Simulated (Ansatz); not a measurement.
Start from `CC[Si]CC` and change one atom or group to get `CC[Si]S`.

Ansatz, PBE0-D4/def2-TZVP geometries, multiplicity 1. Each molecule was computed in one conformer, which needn't be the lowest.

```json
{"property": "LUMO energy (B3LYP/def2-TZVPP) / eV", "`CC[Si]CC`": "-2.18"}
{"property": "size of the dipole moment (B3LYP/def2-TZVPP) / D", "`CC[Si]CC`": "1.40"}
{"property": "HOMO energy (PBE0/def2-TZVPP) / eV", "`CC[Si]CC`": "-5.77"}
{"property": "LUMO energy (ωB97M-V/def2-TZVPP) / eV", "`CC[Si]CC`": "-0.06"}
{"property": "HOMO–LUMO gap (ωB97M-V/def2-TZVPP) / eV", "`CC[Si]CC`": "7.80"}
{"property": "HOMO–LUMO gap (PBE0/def2-TZVPP) / eV", "`CC[Si]CC`": "3.79"}
```

Question: Give the same properties after the change, and the shifts. (Estimate.)

Answer: The calculation gave: 
| property | `CC[Si]S` | shift |
| --- | --- | --- |
| LUMO energy (B3LYP/def2-TZVPP) / eV | -2.31 | -0.13 |
| size of the dipole moment (B3LYP/def2-TZVPP) / D | 1.96 | 0.56 |
| HOMO energy (PBE0/def2-TZVPP) / eV | -6.49 | -0.72 |
| LUMO energy (ωB97M-V/def2-TZVPP) / eV | -0.19 | -0.13 |
| HOMO–LUMO gap (ωB97M-V/def2-TZVPP) / eV | 8.37 | 0.57 |
| HOMO–LUMO gap (PBE0/def2-TZVPP) / eV | 4.35 | 0.56 |

With PBE0 the HOMO falls by 0.72 eV and the LUMO falls by 0.15 eV, so the gap widens by about 0.57 eV. PBE moves the HOMO by -0.70 eV and ωB97M-V by -0.71 eV. The zero-point energy changes by -144.1 kJ/mol with -15 modes. Dipoles are sizes alone; their direction can turn.

B3LYP here is the variant with VWN-RPA as its local correlation; programs differ in this.
